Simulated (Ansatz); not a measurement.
Harmonic vibrations of BGeH$_{5}$N, SMILES `B[N][GeH3]` radical by finite differences.

```yaml
crystal:
  periodic: [false, false, false]
  atoms:
    - {symbol: B, position_ang: [-0.810728, 1.044212, -1.169785]}
    - {symbol: N, position_ang: [-0.148420, 0.268045, -0.304243]}
    - {symbol: Ge, position_ang: [0.669751, -0.823435, 0.900508]}
    - {symbol: H, position_ang: [-1.752599, 0.600221, -1.782937]}
    - {symbol: H, position_ang: [-0.471420, 2.189853, -1.345883]}
    - {symbol: H, position_ang: [0.832914, -0.046450, 2.213835]}
    - {symbol: H, position_ang: [2.031733, -1.257934, 0.343395]}
    - {symbol: H, position_ang: [-0.259033, -2.031712, 1.089310]}
basis:
  gaussian: {orbitals: def2-TZVP}
magnetization: {spin_polarized: true, initial_magnetization: 1}
hamiltonian: {xc: pbe0, dispersion: d4}
phonons: {temperatures: {t_min: 298.15, t_max: 900, t_step: 200}}
```

```sh
$ ansatz run in.yaml --threads 4 --pin off --events-out ev --progress --plain
```

Shortened log:

```
Functional definition: PBE0
mean field -58755.62077199 eV, -2159.2292373804 hartree, gradient 3.5e-5 eV, S^2 0.758556; 0 other end points of the search recorded, 0 dependent functions left out
mean field -58755.62066874 eV, -2159.2292335860 hartree, gradient 2.5e-6 eV, S^2 0.758564; 0 other end points of the search recorded, 0 dependent functions left out
mean field -58755.62069522 eV, -2159.2292345593 hartree, gradient 2.3e-6 eV, S^2 0.758549; 0 other end points of the search recorded, 0 dependent functions left out
mean field -58755.62066725 eV, -2159.2292335313 hartree, gradient 1.7e-6 eV, S^2 0.758547; 0 other end points of the search recorded, 0 dependent functions left out
mean field -58755.62063954 eV, -2159.2292325130 hartree, gradient 2.1e-6 eV, S^2 0.758566; 0 other end points of the search recorded, 0 dependent functions left out
mean field -58755.62066430 eV, -2159.2292334231 hartree, gradient 2.4e-6 eV, S^2 0.758567; 0 other end points of the search recorded, 0 dependent functions left out
mean field -58755.62069958 eV, -2159.2292347195 hartree, gradient 1.9e-6 eV, S^2 0.758546; 0 other end points of the search recorded, 0 dependent functions left out
mean field -58755.62070326 eV, -2159.2292348546 hartree, gradient 2.3e-6 eV, S^2 0.758556; 0 other end points of the search recorded, 0 dependent functions left out
mean field -58755.62071958 eV, -2159.2292354544 hartree, gradient 2.6e-6 eV, S^2 0.758557; 0 other end points of the search recorded, 0 dependent functions left out
mean field -58755.62069650 eV, -2159.2292346064 hartree, gradient 1.3e-6 eV, S^2 0.758559; 0 other end points of the search recorded, 0 dependent functions left out
mean field -58755.62067798 eV, -2159.2292339258 hartree, gradient 1.8e-6 eV, S^2 0.758554; 0 other end points of the search recorded, 0 dependent functions left out
mean field -58755.62066481 eV, -2159.2292334418 hartree, gradient 1.8e-6 eV, S^2 0.758554; 0 other end points of the search recorded, 0 dependent functions left out
mean field -58755.62068216 eV, -2159.2292340791 hartree, gradient 1.5e-6 eV, S^2 0.758558; 0 other end points of the search recorded, 0 dependent functions left out
mean field -58755.62070281 eV, -2159.2292348381 hartree, gradient 2.0e-6 eV, S^2 0.758563; 0 other end points of the search recorded, 0 dependent functions left out
mean field -58755.62066062 eV, -2159.2292332879 hartree, gradient 2.0e-6 eV, S^2 0.758550; 0 other end points of the search recorded, 0 dependent functions left out
mean field -58755.62066287 eV, -2159.2292333705 hartree, gradient 2.1e-6 eV, S^2 0.758552; 0 other end points of the search recorded, 0 dependent functions left out
mean field -58755.62070750 eV, -2159.2292350104 hartree, gradient 1.6e-6 eV, S^2 0.758560; 0 other end points of the search recorded, 0 dependent functions left out
mean field -58755.62070800 eV, -2159.2292350290 hartree, gradient 2.8e-6 eV, S^2 0.758562; 0 other end points of the search recorded, 0 dependent functions left out
mean field -58755.62065855 eV, -2159.2292332118 hartree, gradient 1.4e-6 eV, S^2 0.758551; 0 other end points of the search recorded, 0 dependent functions left out
mean field -58755.62072731 eV, -2159.2292357387 hartree, gradient 2.4e-6 eV, S^2 0.758545; 0 other end points of the search recorded, 0 dependent functions left out
mean field -58755.62073172 eV, -2159.2292359006 hartree, gradient 2.7e-6 eV, S^2 0.758567; 0 other end points of the search recorded, 0 dependent functions left out
mean field -58755.62076082 eV, -2159.2292369699 hartree, gradient 2.9e-6 eV, S^2 0.758556; 0 other end points of the search recorded, 0 dependent functions left out
mean field -58755.62075241 eV, -2159.2292366608 hartree, gradient 1.3e-6 eV, S^2 0.758557; 0 other end points of the search recorded, 0 dependent functions left out
mean field -58755.62074831 eV, -2159.2292365102 hartree, gradient 2.4e-6 eV, S^2 0.758547; 0 other end points of the search recorded, 0 dependent functions left out
mean field -58755.62075325 eV, -2159.2292366918 hartree, gradient 2.7e-6 eV, S^2 0.758565; 0 other end points of the search recorded, 0 dependent functions left out
mean field -58755.62075933 eV, -2159.2292369152 hartree, gradient 1.7e-6 eV, S^2 0.758556; 0 other end points of the search recorded, 0 dependent functions left out
mean field -58755.62076287 eV, -2159.2292370453 hartree, gradient 1.2e-6 eV, S^2 0.758556; 0 other end points of the search recorded, 0 dependent functions left out
mean field -58755.62071547 eV, -2159.2292353034 hartree, gradient 2.0e-6 eV, S^2 0.758569; 0 other end points of the search recorded, 0 dependent functions left out
mean field -58755.62070569 eV, -2159.2292349440 hartree, gradient 2.9e-6 eV, S^2 0.758543; 0 other end points of the search recorded, 0 dependent functions left out
mean field -58755.62075886 eV, -2159.2292368980 hartree, gradient 1.8e-6 eV, S^2 0.758551; 0 other end points of the search recorded, 0 dependent functions left out
mean field -58755.62077091 eV, -2159.2292373408 hartree, gradient 1.8e-6 eV, S^2 0.758561; 0 other end points of the search recorded, 0 dependent functions left out
mean field -58755.62076726 eV, -2159.2292372067 hartree, gradient 1.4e-6 eV, S^2 0.758556; 0 other end points of the search recorded, 0 dependent functions left out
mean field -58755.62076443 eV, -2159.2292371025 hartree, gradient 1.5e-6 eV, S^2 0.758557; 0 other end points of the search recorded, 0 dependent functions left out
mean field -58755.62075215 eV, -2159.2292366514 hartree, gradient 2.1e-6 eV, S^2 0.758556; 0 other end points of the search recorded, 0 dependent functions left out
mean field -58755.62075558 eV, -2159.2292367774 hartree, gradient 2.1e-6 eV, S^2 0.758556; 0 other end points of the search recorded, 0 dependent functions left out
mean field -58755.62073658 eV, -2159.2292360792 hartree, gradient 1.8e-6 eV, S^2 0.758556; 0 other end points of the search recorded, 0 dependent functions left out
mean field -58755.62072601 eV, -2159.2292356906 hartree, gradient 2.1e-6 eV, S^2 0.758556; 0 other end points of the search recorded, 0 dependent functions left out
mean field -58755.62073199 eV, -2159.2292359106 hartree, gradient 1.5e-6 eV, S^2 0.758555; 0 other end points of the search recorded, 0 dependent functions left out
mean field -58755.62072482 eV, -2159.2292356469 hartree, gradient 1.4e-6 eV, S^2 0.758557; 0 other end points of the search recorded, 0 dependent functions left out
mean field -58755.62076044 eV, -2159.2292369562 hartree, gradient 1.8e-6 eV, S^2 0.758556; 0 other end points of the search recorded, 0 dependent functions left out
mean field -58755.62076495 eV, -2159.2292371218 hartree, gradient 1.7e-6 eV, S^2 0.758556; 0 other end points of the search recorded, 0 dependent functions left out
mean field -58755.62076152 eV, -2159.2292369958 hartree, gradient 1.5e-6 eV, S^2 0.758556; 0 other end points of the search recorded, 0 dependent functions left out
mean field -58755.62075745 eV, -2159.2292368463 hartree, gradient 1.7e-6 eV, S^2 0.758556; 0 other end points of the search recorded, 0 dependent functions left out
mean field -58755.62074813 eV, -2159.2292365036 hartree, gradient 2.5e-6 eV, S^2 0.758555; 0 other end points of the search recorded, 0 dependent functions left out
mean field -58755.62074947 eV, -2159.2292365528 hartree, gradient 2.0e-6 eV, S^2 0.758557; 0 other end points of the search recorded, 0 dependent functions left out
mean field -58755.62073087 eV, -2159.2292358694 hartree, gradient 1.9e-6 eV, S^2 0.758554; 0 other end points of the search recorded, 0 dependent functions left out
mean field -58755.62074289 eV, -2159.2292363112 hartree, gradient 1.5e-6 eV, S^2 0.758558; 0 other end points of the search recorded, 0 dependent functions left out
mean field -58755.62076879 eV, -2159.2292372628 hartree, gradient 1.7e-6 eV, S^2 0.758557; 0 other end points of the search recorded, 0 dependent functions left out
mean field -58755.62076319 eV, -2159.2292370572 hartree, gradient 2.1e-6 eV, S^2 0.758555; 0 other end points of the search recorded, 0 dependent functions left out
Total energy: -58755.72214413 eV, -2159.2329627381 hartree
Atom 0 at    -0.810728     1.044212    -1.169785 Å, force    -0.000736    -0.000144    -0.000554 eV/Å
Atom 1 at    -0.148420     0.268045    -0.304243 Å, force    -0.000710     0.000300     0.000283 eV/Å
Atom 2 at     0.669751    -0.823435     0.900508 Å, force     0.002083    -0.000655     0.000741 eV/Å
Atom 3 at    -1.752599     0.600221    -1.782937 Å, force    -0.000072     0.000166     0.000335 eV/Å
Atom 4 at    -0.471420     2.189853    -1.345883 Å, force     0.000429     0.000891    -0.001012 eV/Å
Atom 5 at     0.832914    -0.046450     2.213835 Å, force    -0.000270    -0.000500    -0.000087 eV/Å
Atom 6 at     2.031733    -1.257934     0.343395 Å, force    -0.000530     0.000338     0.000378 eV/Å
Atom 7 at    -0.259033    -2.031712     1.089310 Å, force    -0.000195    -0.000396    -0.000083 eV/Å
Dipole moment:     0.148762    -0.201307     0.225279 e Å
Vibrations: 14.35 97.18 107.72 528.27 590.76 631.64 724.86 846.12 863.69 876.44 913.24 1079.60 1491.79 2162.55 2169.45 2172.22 2482.05 2534.95 cm⁻¹, zero-point energy 1.257627 eV
```

Run time 60 s (4 threads of a server CPU on a shared host); peak host memory 0.43 GiB.
